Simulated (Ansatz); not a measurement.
Cartesian coordinates in Å:
```
C -2.3483 0.1240 -3.2747
C -2.0693 0.8897 -2.3845
S -1.7183 1.9615 -1.1438
Sn 0.4422 0.9707 -0.5487
Ga 1.1970 1.6712 1.8754
C -0.0562 -1.1073 -0.1227
Si 0.7606 -1.4837 1.4904
H -2.5985 -0.5406 -4.0666
H 1.3785 1.0619 -1.9763
H 2.7125 1.5668 2.2616
H 0.1248 2.3123 2.8199
H 0.2740 -1.7719 -0.9222
H -1.1457 -1.1522 -0.0581
H 0.1687 -2.5572 2.3305
H 0.6581 -0.2397 2.3836
H 2.2200 -1.7054 1.3360
```

Charge 0, multiplicity 1. Sn: def2 effective core potential.

Problem. List the PBE/def2-TZVPP orbital energies in eV (the Gaussian-basis code of Ansatz). (Best estimate.)

Solution. Ansatz gave: Occupied: -10093.85, -2396.14, -1780.33, -1233.79, -1093.49, -1093.41, -1093.38, -269.45, -269.22, -268.68, -209.04, -155.20, -155.09, -154.95, -143.51, -138.06, -133.30, -98.12, -97.89, -97.82, -94.84, -94.78, -94.75, -89.29, -89.19, -89.17, -25.75, -25.68, -25.64, -25.60, -25.56, -20.14, -20.04, -19.98, -19.92, -19.87, -19.62, -17.57, -17.29, -13.70, -13.02, -12.50, -11.09, -10.74, -10.41, -9.50, -8.90, -8.81, -8.40, -8.19, -7.58, -7.32, -6.63, -6.02, -5.44. Lowest empty: -2.53, -1.85, -1.14, -0.77, -0.52, 0.05, 0.07, 0.20.
